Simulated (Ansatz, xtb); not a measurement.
Isomers of NSSbSi in order of energy

4 gas-phase structures of NSSbSi, found in a search over its isomers (lower ones may exist). Each was relaxed with GFN2-xTB:

A. a singlet given by its coordinates
B. `[Si]=[N][Sb]=[S]`, a singlet
C. `N#[Si][Sb]=[S]`, a singlet
D. a singlet given by its coordinates

D (Å):

```yaml
atoms:
  - { symbol: N, position_ang: [-1.3336, 0.8714, 1.7321] }
  - { symbol: S, position_ang: [-3.0058, 0.9632, 2.2109] }
  - { symbol: Sb, position_ang: [-1.2660, 0.2048, 3.7612] }
  - { symbol: Si, position_ang: [-1.2886, 2.4892, 2.4646] }
```

Close contacts (Å): N1–S2 1.74, N1–Sb3 2.14, N1–Si4 1.78, S2–Sb3 2.45, S2–Si4 2.31, Sb3–Si4 2.63.

A (Å):

| atom | x (Å) | y (Å) | z (Å) |
| --- | --- | --- | --- |
| N | -2.0062 | 0.9946 | 2.4938 |
| S | -3.2101 | 0.1243 | 1.8555 |
| Sb | -0.0560 | 1.4122 | 1.9795 |
| Si | -1.6810 | 1.9979 | 3.8697 |

Close contacts (Å): N1–S2 1.62, N1–Sb3 2.06, N1–Si4 1.73, Sb3–Si4 2.56.

**Question.** Estimate their order in r2SCAN-D4/def2-SVP//GFN2-xTB energy at these geometries, lowest first.

**Answer.** Calculated order at r2SCAN-D4/def2-SVP//GFN2-xTB: B (0.0), D (16.5), A (24.3), C (49.6) kcal/mol.

Energies above the lowest of each column, in kcal/mol; the last columns are at r2SCAN-D4/def2-SVP geometries and were run for some of them only (a dash: not run or not comparable):

| structure | GFN2-xTB | HF/STO-3G | r2SCAN-D4/def2-SVP//GFN2-xTB | r2SCAN-D4/def2-SVP |
| --- | --- | --- | --- | --- |
| B | 0.0 | 11.0 | 0.0 | 0.0 |
| D | 30.0 | 0.0 | 16.5 | 19.8 |
| A | 32.9 | 23.7 | 24.3 | – |
| C | 26.4 | 79.3 | 49.6 | – |

r2SCAN-D4/def2-SVP puts B lowest of those it was run on; HF/STO-3G picks D. Some further structures that were screened fall inside this span and aren't listed. Flexible structures stand in one conformer each, not always the lowest. Frequencies (r2SCAN-D4/def2-SVP) were run for B alone. Atoms past krypton carry core potentials in the def2 sets, without spin–orbit terms.

Over these structures GFN2-xTB departs from r2SCAN-D4/def2-SVP//GFN2-xTB by 11.5 kcal/mol on average once a common shift is removed. A GFN2-xTB relaxation took about 0.081 s and the r2SCAN-D4/def2-SVP//GFN2-xTB energy about 2.5 s on a shared host (Ansatz 0.2.0, xtb 6.7.1).
